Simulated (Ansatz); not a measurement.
`[OH][Sn]([OH])([F])[Br]` + CH₄ → `[CH3][Sn]([OH])([OH])[F]` + HBr  (formal exchange of groups at the Sn–Br bond)

Program: Ansatz. Geometries: PBE0-D4/def2-TZVP. ΔE: electronic, gas phase. CCSD(T)/CBS is the MP2 limit (def2-TZVPP, def2-QZVPP) plus CCSD(T) − MP2 in def2-TZVPP, frozen cores. This one scheme is used for every species. Functionals use def2-TZVPP. B3LYP here is the variant with VWN-RPA as its local correlation; programs differ in this. HSE06 is defined as in plane-wave codes. Elements past krypton have def2 core potentials. For Br, Sn outer-core shells are correlated without core-valence functions, which leaves a few kJ/mol of doubt a bond. Scalar relativity is left out up to krypton. Each species was taken in one conformer, which may not be the lowest.

```
             level  ΔE (kJ/mol)  difference from CCSD(T)/CBS
           PBE0-D4         97.6                          2.0
          B3LYP-D4         99.4                          3.8
          HSE06-D4         98.1                          2.5
          BHLYP-D4        104.5                          8.9
           ωB97M-V         95.1                         -0.5
             B3LYP         98.4                          2.8
             HSE06         97.5                          1.9
             BHLYP        101.9                          6.3
         CAM-B3LYP         94.8                         -0.8
           LC-ωPBE         92.2                         -3.4
     CCSD/def2-SVP         97.8                          2.2
SCS-MP2/def2-TZVPP         92.5                         -3.1
   CCSD/def2-TZVPP         89.4                         -6.2
     HF/def2-QZVPP        112.0                         16.4
    MP2/def2-QZVPP         95.5                         -0.1
    CCSD/CBS(def2)         96.0                          0.4
       CCSD(T)/CBS         95.6                            0
```

What do rigid-rotor, harmonic-oscillator terms from PBE0-D4/def2-TZVP frequencies (298.15 K, 1 bar) make of the CCSD(T)/CBS value? (An estimate is asked.)

Computed: ΔZPE = -8.5 kJ/mol, ΔH = +87.2 kJ/mol, ΔS = 14 J/(mol·K), ΔG = +82.9 kJ/mol. Modes under 50 cm⁻¹ make the entropy rough.

Largest T1 diagnostic among the species: 0.014.

In def2-TZVPP, CCSD(T) changes the Hartree–Fock value by −21.8 kJ/mol (the triples alone add −0.5 kJ/mol) and MP2 by −19.4 kJ/mol. From BLYP to BHLYP (50 % exact exchange), in def2-TZVPP and without D4, ΔE moves by +4.5 kJ/mol.
